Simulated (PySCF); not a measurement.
Working out the ionisation energy of Ar⁺

Ar⁺ [Ne] 3s2 3p5 (2P) → Ar²⁺ [Ne] 3s2 3p4 (3P). All numbers are calculated (PySCF 2.14, the non-relativistic Hamiltonian (point nucleus), in dyall-av3z (19s12p3d2f, 84 functions)). Frozen: [Ne]; the 26 highest virtual orbitals dropped. Energies in hartree (1 hartree = 27.21139 eV):

```json
{"part": "UHF", "Ar⁺ (lower)": "-526.282033", "Ar²⁺ (upper)": "-525.312928"}
{"part": "MP2 opposite-spin", "Ar⁺ (lower)": "-0.132454", "Ar²⁺ (upper)": "-0.104089"}
{"part": "MP2 same-spin", "Ar⁺ (lower)": "-0.039004", "Ar²⁺ (upper)": "-0.030486"}
```

Q: What does Hartree-Fock give?

A: (-525.312928) − (-526.282033) = 0.969105 hartree = 26.371 eV.

Q: What do MP2 and SCS-MP2 (6/5 opposite-spin, 1/3 same-spin) give?

A: The opposite-spin parts differ by 0.772 eV and the same-spin parts by 0.232 eV. MP2: 26.371 + (0.772) + (0.232) = 27.375 eV. SCS-MP2: 26.371 + 1.2 × (0.772) + (0.232)/3 = 27.375 eV.

A first-order spin-orbit estimate adds -0.006 eV to MP2 (valence), giving 27.369 eV against 27.630 eV (measured; NIST Atomic Spectra Database, ionization energies).

What remains against the reference includes basis incompleteness, the frozen core and correlation beyond second order.
